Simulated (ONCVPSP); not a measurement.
# Potentials for Ir (Z = 77) compared

Generated with ld1.x 7.5 (TM, RRKJ, ultrasoft, PAW), atompaw 4.2 or ONCVPSP 4.0.1. The cutoff is in Ry: for ld1.x and atompaw files where the sum of valence levels is converged to 10 mRy in a Bessel basis, for ONCV files where the hardest occupied wave has 1 mHa per electron of residual kinetic energy. The error is the largest all-electron minus pseudo excitation energy over each file’s own four to seven test configurations (ionisations up to +4, promotions, holes and added fractions of an electron), all of which were solved. The labels leave out finer settings (local radius, basis sizes, second energies), which also bear on the numbers. Spin-polarised tests are not counted. The rows are a selection from randomly drawn settings: files with unsolved tests, undetermined cutoffs or missed reference levels are left out.

A true bound ghost makes a file unfit for plane-wave use even where its test errors are small: the radial tests pick states by their node count and pass the ghost by.

| potential | cutoff (Ry) | largest error (meV) | bound ghosts |
| --- | --- | --- | --- |
| ONCV, PBE, scalar-relativistic, rc 2.20/1.70/2.35 (spd), local smoothed, core correction yes, reference 5p6 5d7 6s2, qcut 2.3/7.6/7.8, projectors 2/2/2 | 43 | +48 | none |
| ONCV, PBE, scalar-relativistic, rc 1.90/1.75/2.20 (spd), local smoothed, core correction yes, reference 5s2 5p6 5d7 6s2, qcut 6.4/7/5.7, projectors 2/3/1 | 28 | -32 | none |
| ONCV, PBE, scalar-relativistic, rc 1.55/2.00/1.55 (spd), local d, core correction yes, reference 5s2 5p6 5d7 6s1.5 6p0.5, qcut 8/7.6/11.6, projectors 2/3/0 | 62 | -180 | none |
| ONCV, PBE, scalar-relativistic, rc 1.70/1.20/1.20 (spd), local d, core correction no, reference 5s2 5p6 5d7 6s1, qcut 5.9/6.4/7.1, projectors 2/1/0 | 313 | -179 | none |
| ONCV, LDA (Perdew-Wang 92), fully relativistic, rc 1.90/1.10/2.40 (spd), local smoothed, core correction yes, reference 5s2 5p6 5d7 6s2, qcut 8.1/7.2/5.6, projectors 2/2/2 | 214 | -14 | s |

**Question.** Fill in the row for Ir: ONCV, PBE, scalar-relativistic, rc 1.80/1.60/1.95/1.90 (spdf), local smoothed, core correction no, reference 5s2 5p6 5d7 6s2, qcut 6.2/9.6/9.3/6.7, projectors 3/2/2/1.

**Answer.** cutoff 68 Ry, largest error -16 meV, bound ghosts: none.
